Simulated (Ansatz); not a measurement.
```xyz
16

C    -0.7730   -0.7926   -0.7371
C    -0.7768   -0.8129    0.8257
C    -0.7756    0.8293   -0.7637
C    -0.7785    0.7358    0.7910
C     0.8034   -0.8274   -0.8040
C     0.7453   -0.7547    0.7843
C     0.7909    0.8275   -0.8107
C     0.7611    0.7412    0.7877
H    -1.4233   -1.3782   -1.4477
H    -1.4614   -1.4145    1.4311
H    -1.4572    1.4349   -1.4296
H    -1.4139    1.4633    1.4042
H     1.4402   -1.3911   -1.3784
H     1.4250   -1.4622    1.4240
H     1.4202    1.3654   -1.4226
H     1.3664    1.4004    1.4175
```

Basis set: cc-pVDZ (spherical functions). Left uncorrelated: 8 orbitals. Charge 0, multiplicity 1.

Computed with Ansatz (development build ahead of 0.2.0); each method stands on the lowest determinant of its kind that the runs found. Restricted open shells among the atoms or ions are ROHF, correlated in semicanonical orbitals with singles.

(1) Give the atomization energy at this shape (free ground-state atoms in the same class of orbitals less the molecule, no zero-point energy) of singlet C₈H₈ by RHF-MP2, RHF.

Results:

(1)

| method | atomization energy |
| --- | --- |
| RHF-MP2 | 6715.6 kJ/mol |
| RHF | 5066.7 kJ/mol |

Caution: no unrestricted run beside it, a lower state can exist; the shape is not the minimum.
